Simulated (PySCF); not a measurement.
Ge(F)2 cation (F2Ge), SMILES [Ge]([F])[F] (connectivity only; charge and spin as stated), charge +1, multiplicity 2.

Geometry optimised at B3LYP-D3(BJ)/def2-TZVP. The spin state was assumed, not searched. The isomer is the one that the SMILES or the coordinates give; other isomers of the formula were not compared.

Computed with PySCF with TDA-PBE0/def2-SVPD.

Vertical excitations. Isolated molecule, no solvent.

Computed excitation energies, oscillator strengths and character:
```tsv
state	energy (eV)	λ (nm)	f	main pairs
root 1	3.61	343	0.000	β HOMO→LUMO 98 %
root 2	3.75	331	0.000	β HOMO−1→LUMO 99 %
root 3	4.30	289	0.001	β HOMO−3→LUMO 95 %
root 4	4.33	287	0.014	β HOMO−2→LUMO 97 %
root 5	5.27	235	0.067	α HOMO→LUMO 95 %
root 6	5.46	227	0.041	α HOMO−2→LUMO 6 %, β HOMO−4→LUMO 88 %
root 7	7.36	168	0.005	α HOMO−3→LUMO 20 %, α HOMO→LUMO+1 12 %, β HOMO−5→LUMO 65 %
root 8	7.43	167	0.000	α HOMO−1→LUMO 98 %
root 9	7.56	164	0.005	α HOMO−2→LUMO 69 %, β HOMO−1→LUMO+1 27 %
root 10	7.98	155	0.006	α HOMO−3→LUMO 50 %, α HOMO→LUMO+1 28 %, β HOMO−3→LUMO+1 18 %
```
Unrestricted roots are not spin-pure.
